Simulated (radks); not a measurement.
Problem. Coherent X-ray form factor from a spherical all-electron density. All-electron calculation, Dirac Kohn-Sham, PBE, spin-unpolarised, spherical densities, point nucleus. Program: a radial shooting solver on a logarithmic mesh with Libxc functionals.

sin(theta)/lambda (1/angstrom),f0 (electrons)
0.05,35.642
0.1,34.622
0.15,33.080
0.2,31.210
0.25,29.205
0.3,27.225
0.4,23.706
0.5,20.913
0.6,18.665
0.8,14.967
1,11.884
1.25,9.027
1.5,7.258
2,5.566

The species is in the configuration that NIST lists as its ground one. Which atom or ion scatters so?

Solution. The zirconium ion Zr4+, [Kr]. Extrapolating in s^2 from the first two rows gives f0(0) = 36.0, near the electron count 36; among species with that count, the fall with angle is slower the higher Z, and the table is that of Z = 40; from so few rows the species is fixed only to a neighbour or two.
